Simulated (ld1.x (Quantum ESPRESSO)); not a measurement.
**PBE TM dataset for As (Z = 33), fully relativistic all-electron reference.**

```
Element                 : arsenic (As)
Generator               : ld1.x (Quantum ESPRESSO) 7.5
Type                    : norm-conserving Troullier–Martins (Kleinman–Bylander form)
Functional              : PBE
Relativity              : fully relativistic
Frozen core             : [Ar] 3d10
Valence charge          : 5
Reference configuration : 4s2 4p0 (charge +3)
Partial waves           : 4p (bound, empty): rc 1.45 bohr; 4d channel at -0.05 Ry: rc 1.35 bohr; 4s (bound): rc 1.50 bohr
Local potential         : the s channel
Core correction         : a·sin(br)/r model core inside 0.92 bohr
```

Open shells are filled in proportion to 2j + 1 (rel_dist='average').

All-electron outer shells of the reference configuration (PBE, scalar-relativistic, ld1.x):

| shell | level (eV) | outermost node (bohr) | outermost maximum (bohr) |
| --- | --- | --- | --- |
| 4s | -44.43 | 0.73 | 1.53 |
| 4p | -32.87 | 0.77 | 1.74 |

What the tests gave:

```json
{
  "Cutoffs needed": "35 Ry and 50 Ry (the cutoffs (Ry, on a coarse ladder) from which the occupation-weighted sum of valence levels, in a spherical-Bessel basis at the reference potential, stays within 10 and 1 mRy of its value at 400 Ry)",
  "Ghost test": "ghost states, extra bound levels that the all-electron valence spectrum of the same l lacks: p3/2 at -1124.4 eV, p1/2 at -121.4 eV, d5/2 at -48.7 eV, d3/2 at -46.9 eV; a true bound ghost makes a file unfit for plane-wave use (spherical-Bessel basis up to 400 Ry, 20 bohr box)",
  "Largest excitation error": "-95 meV (all-electron minus pseudo) for 4s2 4p3, out of 7 test configurations"
}
```

Generation and tests took about 1.7 s on one core of a shared server CPU.
